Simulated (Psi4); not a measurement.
Complex: CH4 (SMILES C) (first 5 atoms) with GeH4 (SMILES [GeH4]); geometry from B3LYP-D3(BJ)/def2-TZVP, rigid monomers moved along the line of their centres of mass till C1···Ge6 is 6.89 Å.
(charge 0, multiplicity 1):
```xyz
10

C     -0.002     0.153     0.241
H     -0.922    -0.330     0.568
H      0.853    -0.442     0.558
H     -0.002     0.239    -0.844
H      0.064     1.146     0.684
Ge     0.005    -0.399     7.110
H      0.960    -1.436     6.504
H      0.463     1.013     6.716
H      0.014    -0.530     8.641
H     -1.418    -0.642     6.586
```

Level of theory: SAPT0/aug-cc-pVDZ (Psi4).

Q: Give the four SAPT terms and the total, and say what mostly holds the pair together.

A: electrostatics -0.1, exchange 0.0, induction 0.0, dispersion -1.3, total -1.4 meV; the largest attraction is dispersion.
